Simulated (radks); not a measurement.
Problem. Species: Cd I. Configuration: [Kr] 4d10 5s2. All-electron calculation, Dirac Kohn-Sham, BLYP, spin-unpolarised, spherical densities, point nucleus. Program: a radial shooting solver on a logarithmic mesh with Libxc functionals.

Spin-orbit splittings of the eigenvalues, e(l+1/2) - e(l-1/2), with zeta = 2 splitting/(2l+1) and mean radii in bohr:

shell  occ.  splitting (eV)  zeta (eV)  <r> j=l-1/2  <r> j=l+1/2
2p        6           192.6      128.4       0.1112       0.1164
3p        6               ?          ?       0.3495       0.3605
3d       10           6.988      2.795       0.3327       0.3362
4p        6           5.856      3.904       0.9386       0.9700
4d       10          0.6981     0.2792        1.280        1.301

Estimate the 3p splitting.

Solution. 34.38 eV (zeta = 22.92 eV).
